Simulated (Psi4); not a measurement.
Pair of molecules, SMILES S with SMILES [GeH4], pulled apart as rigid monomers along the line of their centres of mass from the B3LYP-D3(BJ)/def2-TZVP minimum (SMILES order as in the coordinates).
Starting geometry (charge 0, multiplicity 1):
```
atom    x (Å)    y (Å)    z (Å)
----  -------  -------  -------
S      0.1562  -0.3755  -0.3138
H      0.2778  -1.6336   0.1384
H     -1.1720  -0.3716  -0.1193
Ge    -0.0098   0.1885   3.5002
H     -0.1376   0.3389   5.0266
H     -1.0168  -0.8683   3.0207
H      1.4147  -0.2628   3.1525
H     -0.3148   1.5338   2.8295
```

Computed with SAPT0/aug-cc-pVDZ (Psi4).

| S1···Ge4 (Å) | electrostatics (kJ/mol) | exchange (kJ/mol) | induction (kJ/mol) | dispersion (kJ/mol) | total |
|---|---|---|---|---|---|
| 3.47 | -17.5 | 34.4 | -4.2 | -14.0 | -1.3 |
| 3.86 | -6.7 | 11.2 | -1.5 | -7.8 | -4.7 |
| 4.44 | [?] | 2.0 | -0.3 | -3.4 | -3.6 |
| 5.40 | -0.4 | 0.1 | 0.0 | -1.0 | -1.3 |
| 6.95 | -0.1 | 0.0 | 0.0 | [?] | -0.3 |

**Question.** Complete the blanks.

**Answer.** 
- 6.95, dispersion (kJ/mol): -0.2
- 4.44, electrostatics (kJ/mol): -1.9
